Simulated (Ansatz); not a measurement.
Start from `[F][Al]([Br])[Br]` and change one atom or group to get `[F][Al]([Cl])[Br]`.

Ansatz, PBE0-D4/def2-TZVP geometries, multiplicity 1. 

Scalar relativity is left out up to krypton.

| property | `[F][Al]([Br])[Br]` |
| --- | --- |
| size of the dipole moment (PBE/def2-TZVPP) / D | 0.63 |
| ideal-gas entropy at 298 K and 1 bar (rigid rotor, harmonic PBE0-D4/def2-TZVP) / J/(mol·K) | 334 |
| HOMO–LUMO gap (B3LYP/def2-TZVPP) / eV | 6.85 |
| HOMO–LUMO gap (PBE0/def2-TZVPP) / eV | 7.42 |
| HOMO energy (B3LYP/def2-TZVPP) / eV | -8.62 |
| HOMO energy (PBE/def2-TZVPP) / eV | -7.60 |

Question: Give the same properties after the change, and the shifts. (Best estimate.)

Answer: The calculation gave: 
| property | `[F][Al]([Cl])[Br]` | shift |
| --- | --- | --- |
| size of the dipole moment (PBE/def2-TZVPP) / D | 0.57 | -0.06 |
| ideal-gas entropy at 298 K and 1 bar (rigid rotor, harmonic PBE0-D4/def2-TZVP) / J/(mol·K) | 328 | -6 |
| HOMO–LUMO gap (B3LYP/def2-TZVPP) / eV | 7.12 | 0.27 |
| HOMO–LUMO gap (PBE0/def2-TZVPP) / eV | 7.71 | 0.29 |
| HOMO energy (B3LYP/def2-TZVPP) / eV | -8.81 | -0.19 |
| HOMO energy (PBE/def2-TZVPP) / eV | -7.77 | -0.17 |

With PBE0 the HOMO falls by 0.20 eV and the LUMO rises by 0.09 eV, so the gap widens by about 0.29 eV. PBE moves the HOMO by -0.17 eV and ωB97M-V by -0.22 eV. Dipoles are sizes alone; their direction can turn.

B3LYP here is the variant with VWN-RPA as its local correlation; programs differ in this.

Spin–orbit coupling is left out; it splits and shifts lone-pair levels of the heavy atoms by tenths of an eV.
